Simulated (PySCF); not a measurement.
Simulated outer-valence photoelectron spectrum of `[CH3][GaH2-][NH3+]`. Method used: EOM-IP-CCSD/aug-cc-pVDZ in PySCF, restricted Hartree–Fock reference, frozen core, non-relativistic, gas phase, PBE0-D3(BJ)/def2-SVP geometry.

Each root has a Gaussian of 0.5 eV full width with its one-hole share as area; cross sections and vibrations are left out, and the highest printed point is 100.

ionisation energy (eV), intensity and a bar:
```
      8.8          1 
      9.0         12 ####
      9.2         39 ############
      9.4         62 ###################
      9.6         65 ###################
      9.8         57 #################
     10.0         30 #########
     10.2          7 ##
     10.4          1 
     10.6          0 
     10.8          0 
     11.0          0 
     11.2          3 #
     11.4         19 ######
     11.6         46 ##############
     11.8         46 ##############
     12.0         19 ######
     12.2          3 #
     12.4          0 
     12.6          4 #
     12.8         26 ########
     13.0         79 ########################
     13.2        100 ##############################
     13.4         53 ################
     13.6         12 ####
     13.8          1 
     14.0          0 
     14.2          0 
     14.4          0 
     14.6          5 #
     14.8         24 #######
     15.0         48 ##############
     15.2         39 ############
     15.4         13 ####
     15.6          2 #
     15.8          0 
     16.0          0 
     16.2          0 
     16.4          0 
     16.6          0 
     16.8          0 
     17.0          0 
     17.2          0 
     17.4          0 
     17.6          4 #
     17.8         29 #########
     18.0         84 #########################
     18.2        100 ##############################
     18.4         49 ###############
     18.6         10 ###
     18.8          1
```

Task: Where are the maxima, and how many lines lie under the curve?

Result: 5 maxima, at 9.6, 11.7, 13.2, 15.1 and 18.1 eV, from 8 lines. At this width some lines have no maximum of their own.

Task: List the lines with their holes.

Result: 
```
E (eV)  leading hole (HF orbital)  area  Koopmans (eV)
  9.37                       HOMO  0.95          10.05
  9.77                     HOMO-1  0.94          10.31
 11.70                     HOMO-2  0.94          12.74
 13.12                     HOMO-3  0.95          14.01
 13.18                     HOMO-4  0.95          14.08
 15.06                     HOMO-5  0.91          16.42
 18.13                     HOMO-6  0.95          19.19
 18.15                     HOMO-7  0.95          19.20
```

The widest gap, 3.07 eV, lies between 15.06 and 18.13 eV. Only orbitals with −ε under 21 eV, eight at most, were ionised, so the high end of the curve may lack lines.
